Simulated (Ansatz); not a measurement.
Consider the redistribution: `[SiH3]NBS` + `N[SiH2][SiH3]` → `[SiH3][SiH2]BS` + `NN[SiH3]`.

Program: Ansatz. Geometries: PBE0-D4/def2-TZVP. ΔE: electronic, gas phase. CBS: MP2 limit from def2 TZ/QZ plus the TZ coupled-cluster correction, frozen cores. This one scheme is used for every species. DFT in def2-TZVPP. One conformer a species, not always the lowest.

```csv
level,ΔE (kcal/mol)
r2SCAN,78.5
MP2/def2-TZVPP,83.6
```

(1) What does CCSD(T)/CBS give? (Estimate.)

Largest T1 diagnostic among the species: 0.016.

## Answers

(1) Computed: +80.4 kcal/mol. The listed levels differ from it by -1.9, 3.2 kcal/mol.

From PBE to PBE0 (25 % exact exchange), in def2-TZVPP and without D4, ΔE moves by +2.8 kcal/mol. In def2-TZVPP, CCSD(T) changes the Hartree–Fock value by −4.6 kcal/mol (the triples alone add −0.8 kcal/mol) and MP2 by −0.9 kcal/mol.
